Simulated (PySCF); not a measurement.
**Electron correlation in Se (selenium, neutral)**

[Ar] 3d10 4s2 4p4, high-spin 3P determinant. Calculation: PySCF 2.14, in def2-TZVPPD; the non-relativistic Hamiltonian (point nucleus). Frozen: [Ne]; 24 electrons correlated.

| level | correlation energy (mhartree) |
| --- | --- |
| CCSD | -286.99 |
| (T) | -8.26 |
| CCSD(T) | -295.25 |

Diagnostics: T1 = 0.0058, D1 = 0.0286, largest double amplitude 0.037.

Problem. Is a single reference adequate?

Solution. Yes, within this model without spin-orbit coupling: T1 lies below 0.03 and no double amplitude reaches 0.07.

This basis was not built for core-valence correlation, so the inner-shell part is incomplete.
